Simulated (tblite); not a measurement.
C6H13OPS.
SMILES with atom numbers: `[CH3:1][O:2][C@@H:3]1[CH2:4][CH2:5][CH2:6][P@:7]1([CH3:8])=[S:9]` (hydrogens: H10, H11, H12 on C1; H13 on C3; H14, H15 on C4; H16, H17 on C5; H18, H19 on C6; H20, H21, H22 on C8)

Cartesian coordinates in Å at the GFN2-xTB level; atoms count from 1:
```xyz
22
C6H13OPS angstrom
C      2.7377    0.7523   -0.4108
O      1.7916   -0.2780   -0.5822
C      0.7524   -0.2545    0.3545
C      0.0493   -1.6089    0.3517
C     -0.8176   -1.6499   -0.9046
C     -1.6946   -0.3999   -0.8862
P     -0.6239    0.9379   -0.1726
C     -1.4096    1.4054    1.4279
S     -0.2589    2.4462   -1.3358
H      3.4428    0.6578   -1.2333
H      2.2663    1.7381   -0.4478
H      3.2661    0.6392    0.5446
H      1.1353    0.0105    1.3536
H      0.7910   -2.4075    0.3489
H     -0.5719   -1.7023    1.2445
H     -0.1584   -1.6258   -1.7736
H     -1.4191   -2.5587   -0.9438
H     -2.0215   -0.1035   -1.8840
H     -2.5764   -0.5367   -0.2555
H     -1.5698    0.5422    2.0703
H     -2.3600    1.8894    1.2074
H     -0.7612    2.1260    1.9261
```

Computed values, GFN2-xTB/tblite, gas phase, harmonic and unscaled. The method is semi-empirical: single wavenumbers can be off by several per cent or more. One conformer, not necessarily the lowest.

Harmonic wavenumbers (cm⁻¹): 43.8, 108.2, 140.0, 153.3, 164.1, 166.3, 194.8, 213.8, 233.7, 285.9, 323.7, 401.5, 448.0, 531.9, 646.7, 681.8, 717.7, 756.1, 808.1, 832.6, 862.9, 875.7, 932.3, 951.5, 998.8, 1016.3, 1078.9, 1095.5, 1106.7, 1127.3, 1133.0, 1165.6, 1185.1, 1213.5, 1242.1, 1296.1, 1302.4, 1308.4, 1322.4, 1401.7, 1416.0, 1430.6, 1433.9, 1458.2, 1464.3, 1473.6, 1475.1, 2818.4, 2900.1, 2948.0, 2957.8, 2972.1, 2980.2, 2990.5, 2994.9, 2999.7, 3000.7, 3005.1, 3010.3, 3037.2.

A = 1314, B = 1184, C = 847.4 MHz; mass 164.042 u (most abundant isotopes); point group C1, symmetry number 1.

Task: What is the zero-point energy?

Result: Half the sum of the wavenumbers: 39617 cm⁻¹ = 473.93 kJ/mol.

Task: Entropy at 298.15 K, 1 bar (ideal gas, RRHO, classical rotation)?

Result: Translation 172.46, rotation 125.01, vibration 138.14: S = 435.6 J/(mol K).

Task: And Cp and H(298.15 K) − H(0)?

Result: Cp = 179.99 J/(mol K), of which vibrations give 146.74 (their classical limit is 60 R = 498.9); H(298.15 K) − H(0) = 32.20 kJ/mol without the zero-point energy, 22.29 from vibrations.

Task: What must be added to the electronic energy to get the Gibbs energy at 298.15 K and 1 bar?

Result: ZPE + [H(298.15 K) − H(0)] − T·S = 473.93 + 32.20 − 129.88 = 376.25 kJ/mol.

Task: How do the functions run with temperature in this model?

Result: 
| T (K) | S (J/(mol K)) | Cp (J/(mol K)) | H − H(0) (kJ/mol) | G − H(0) (kJ/mol) | ln q(vib) |
| --- | --- | --- | --- | --- | --- |
| 150 | 338.5 | 112.3 | 10.69 | -40.08 | 3.11 |
| 250 | 406.0 | 156.7 | 24.10 | -77.41 | 6.17 |
| 400 | 495.4 | 228.6 | 53.05 | -145.11 | 10.68 |
| 600 | 603.5 | 305.2 | 106.90 | -255.22 | 16.58 |
| 900 | 742.4 | 378.9 | 210.43 | -457.77 | 24.98 |

q(vib) and H(0) count from the zero-point level.

Hindered rotation and anharmonicity are outside this model. Other conformers, if any are populated, would add a mixing term that is left out. The structure is chiral; the term R ln 2 for an equal mix with its mirror image is left out.

The run took 0.9 s of wall time on one thread of an Arm Neoverse V2, no GPU, shared host with 96 logical CPUs at a one-minute load of 29. This covers the Hessian and the dipole derivatives.
